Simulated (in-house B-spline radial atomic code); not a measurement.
Configurations of Pm, with energies counted from [Xe] 4f5 6s2. All numbers are computed (scalar-relativistic (X2C) BHandHLYP, spin-polarised, spherical fractional occupations; Fermi nucleus of rms radius 4.962 fm) with a radial B-spline atomic code at the basis-set limit, not measured. Shells without spins written out take the highest spin.

Caution: exact exchange at fractional occupations of open shells leaves self-interaction of up to several eV.

Occupations are held fixed; configurations that lie above the ionisation limit could autoionise.

```tsv
configuration	E - E(ref) (eV)	highest orbital	its <r> (bohr)
[Xe] 4f6 6s1	0.17	4f up	1.261
[Xe] 4f5 6s1 7s1	3.4127	7s up	10.64
[Xe] 4f4 6s2 7s1	8.8515	7s up	9.958
[Xe] 4f4 6s2 6f1	10.546	6f up	33.38
[Kr] 4d9 4f5 5s2 5p6 5d1 6s2	130.03	5d up	2.974
[Kr] 4d(5 up, 4 down) 4f(4 up, 1 down) 5s2 5p6 6s2 6f(0 up, 1 down)	146.74	6f down	33.44
[Kr] 4d(5 up, 4 down) 4f(3 up, 2 down) 5s2 5p6 6s2 7f(1 up, 0 down)	153.86	7f up	48.63
```

Order these further configurations by energy, lowest first.
A. [Kr] 4d9 4f6 5s2 5p6 6s2
B. [Xe] 4f(3 up, 1 down) 5d(0 up, 1 down) 6s2
C. [Xe] 4f(2 up, 2 down) 6s2 6p(1 up, 0 down)
D. [Kr] 4d10 4f5 5s2 5p5 6s2 7f1
E. [Kr] 4d9 4f5 5s2 5p6 5f1 6s2

B (14.337 eV), C (18.074 eV), D (28.163 eV), A (120.35 eV), E (134.29 eV).

How far above the reference does [Xe] 4f5 5d1 6s1 lie?

2.5774 eV; its least bound orbital is 5d up with <r> = 4.313 bohr.

How far above the reference does [Xe] 4f4 6s2 7p1 lie?

9.7065 eV; its least bound orbital is 7p up with <r> = 13.69 bohr.
